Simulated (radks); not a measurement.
Task: Radial electron density D(r) = 4 pi r^2 rho(r) of an atom or ion with 59 electrons. Calculated with a radial shooting solver on a logarithmic mesh with Libxc functionals: scalar-relativistic Kohn-Sham, r2SCAN, spin-polarised, spherical densities, finite nucleus; meta-GGA in the generalised Kohn-Sham scheme; Fermi nuclear charge, rms radius of each element as measured or else 0.836 A^(1/3) + 0.57 fm.

r (bohr),D(r) (e/bohr),spin D(r)
0.001787,10.41,0.000105
0.002064,12.96,0.000134
0.002365,15.86,0.000168
0.002709,19.30,0.000211
0.003104,23.33,0.000266
0.003556,28.00,0.000337
0.004107,33.65,0.000437
0.004705,39.63,0.000565
0.00539,46.16,0.000739
0.006176,53.09,0.000981
0.007132,60.61,0.00135
0.008171,67.56,0.00185
0.009362,73.93,0.00257
0.01073,79.28,0.00361
0.01229,83.16,0.00512
0.01419,85.27,0.00741
0.01626,85.22,0.0105
0.01863,83.40,0.0146
0.02134,80.41,0.0200
0.02465,77.18,0.0273
0.02824,75.47,0.0353
0.03235,76.43,0.0438
0.03706,80.92,0.0515
0.04246,88.78,0.0564
0.04904,99.17,0.0560
0.05618,108.2,0.0482
0.06437,113.2,0.0329
0.07375,112.3,0.0135
0.08517,104.9,-0.00184
0.09758,94.89,0.00363
0.1118,86.95,0.0472
0.1281,85.14,0.148
0.1467,90.07,0.324
0.1695,97.86,0.607
0.1942,100.2,0.995
0.2224,92.45,1.54
0.2548,75.60,2.31
0.2943,55.68,3.43
0.3372,43.62,4.75
0.3863,41.69,6.16
0.4426,46.20,7.36
0.5071,49.69,8.01
0.5856,46.67,7.96
0.6709,37.96,7.32
0.7686,27.67,6.42
0.8806,19.46,5.47
1.017,14.25,4.50
1.165,11.48,3.57
1.335,9.228,2.61
1.529,6.768,1.70
1.752,4.283,0.954
2.024,2.166,0.423
2.318,0.9191,0.157
2.656,0.3093,0.0458
3.043,0.08056,0.0100
3.514,0.01420,0.00139
4.026,0.001981,0.000140
4.613,0.0001922,0.00000807

What is the nuclear charge?

Result: Z = 64. The innermost maximum, from 1s, lies near gamma/Z bohr with gamma = sqrt(1 - (Z/c)^2) = 0.884, here 0.0138 bohr (found: 0.0151), and its height grows with Z. The density is that of the gadolinium ion Gd5+ in [Kr] 4d10 4f6 5s2 5p5; the configuration itself is not fixed sharply by these data, and Z only to a few units. D(r) has 4 maxima, at r = 0.0151, 0.0675, 0.188, 0.515 bohr, and minima at 0.0289, 0.124, 0.371 bohr, inside which lie 1.93, 11.17, 29.31 electrons.
